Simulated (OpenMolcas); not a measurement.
# Levels of V+ by method

```
Program             : OpenMolcas 26.06
Basis               : ANO-RCC-VTZP [6s5p3d2f1g]
Scalar Hamiltonian  : DKH2, point nucleus
Active space        : 4 electrons in 6 orbitals (3d 4s)
State averaging     : 2S+1 = 5 even, 15 roots; 2S+1 = 3 even, 80 roots; 2S+1 = 1 even, 70 roots
Spin-orbit coupling : RASSI with atomic mean-field integrals over the reference wave functions, term energies averaged over their components
```

Methods on the same reference wave functions:
A. CASSCF
B. SS-CASPT2, IPEA 0.25 Eh, imaginary shift 0.1 Eh (closed shells correlated: 3s 3p)
C. MS-CASPT2, IPEA 0.25 Eh, imaginary shift 0.1 Eh (closed shells correlated: 3s 3p)

Energies in cm⁻¹ above 3d⁴ ⁵D₀, the measured ground level; measured values from NIST Handbook of Basic Atomic Spectroscopic Data.

```csv
Level,A,B,C,Measured
3d³ 4s ⁵F₁,-5697,1013,1013,2605
3d³ 4s ⁵F₂,-5615,1095,1095,2687
3d³ 4s ⁵F₃,-5492,1218,1218,2809
3d³ 4s ⁵F₄,-5329,1381,1381,2968
3d³ 4s ⁵F₅,-5128,1582,1582,3163
3d⁴ ⁵D₀,0.0,0.0,0.0,0.0
3d⁴ ⁵D₁,42.4,42.8,42.8,36.0
3d⁴ ⁵D₂,126,127,127,107
3d⁴ ⁵D₃,249,250,250,209
3d⁴ ⁵D₄,409,409,409,339
3d³ 4s ³F₂(1),5182,5230,5230,
3d³ 4s ³F₃(1),5377,5430,5430,
3d³ 4s ³F₄(1),5633,5680,5680,
3d³ 4s ⁵P₁,8072,12630,12630,
3d³ 4s ⁵P₂,8148,12720,12720,
3d³ 4s ⁵P₃,8281,12820,12820,
3d³ 4s ³G₃,11555,12880,12880,
3d³ 4s ³G₄,11643,12960,12960,
3d³ 4s ³G₅,11760,13080,13080,
3d⁴ ³P₀,13091,11500,11500,
3d⁴ ³P₁,13291,11690,11690,
3d⁴ ³P₂,13675,12050,12050,
3d⁴ ³H₄,14048,13310,13310,
3d⁴ ³H₅,14134,13410,13410,
```

A puts 3d³ 4s ⁵F₁ lowest.

Deviations, from unrounded energies. A percentage is the sum of absolute deviations over the sum of measured energies, with the sign that they share, or ± where signs differ.

| Against measurement | Levels | A | B | C |
| --- | --- | --- | --- | --- |
| mean absolute deviation (cm-1) | 9 | 4600 | 900 | 900 |
| fine structure of the ground term (%) | 4 | +19.7 | +20.0 | +20.0 |
| other configurations (%) | 5 | -291.5 | -55.8 | -55.8 |

B, C lie about equally close to measurement and A furthest from it. The largest miss of C in the table is 3d³ 4s ⁵F₂, by -1600 cm-1. The ranking rests on the paired levels alone, and a cruder setting can come out closer through cancelling errors.

Between B and C no level of the table moves by more than 5 cm-1.

The two smallest mean deviations differ by little beside CASPT2's spread within terms, so their order carries little weight.

From A to B the spin-free energies of the other terms of 3d⁴ shown, above ⁵D, scale by factors of 0.88 to 0.95, as is usual when dynamic correlation screens the repulsion within a d or f shell.

The lowest spin-free term lies below A's lowest term by 0.374 hartree in B, 0.374 hartree in C.

Term energies are means over components that CASPT2 splits; among the terms shown or strongly mixed into the levels shown the widest spread is 1700 cm-1 (3d³ 4s ³F(1), B). Configurations are named by rounded mean occupations; where the s occupation lies near a half they are strongly mixed, a name can repeat and a true partner stay unpaired. A single d shell beside an s shell can misplace configurations of different d count against each other. Without dynamic correlation excited terms often stand tens of per cent too high (terms of higher spin than the ground term too low), and those without a measured partner can miss by more than the paired ones (holds for A). The lowest computed level is not the ground level that NIST lists (5D0) (holds for A). The CASPT2 spread within a term exceeds the gap to the next term for 3d⁴ ⁵D and 3d³ 4s ⁵F, so the order of their levels is uncertain, and so are names and mixing where such terms share a J (holds for B; C). Blocks of more than 70 roots (2S+1 = 3 even) ran without multistate coupling (holds for C). Measured partners are found by configuration, term and J. A level has none where our copy of the source lacks it or the pairing is in doubt (some pairs that miss far off the trend of their configuration count as doubtful), and it then counts in no deviation. Levels of configurations outside the active space are missing. The table leaves out levels that lie high or whose names do not pair safely across all columns.

A number in round brackets counts repeated terms of one configuration in the order of the reference energies.
